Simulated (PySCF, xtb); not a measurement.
C₄H₄Cl₂, SMILES Cl/C=C\C=C/Cl.

GFN2-xTB (xtb) at its own geometry gives an orbital gap of 3.10 eV and a dipole moment of 0.00 D.

Geometry optimised at PBE0-D3(BJ)/def2-SVP. Other conformers were not sampled.

Task: What does PySCF with PBE/def2-TZVP give? (An estimate is asked for; the answer gives what the named calculation found.)

Result: gap 3.38 eV (levels -5.74 and -2.36 eV), dipole 0.00 D.
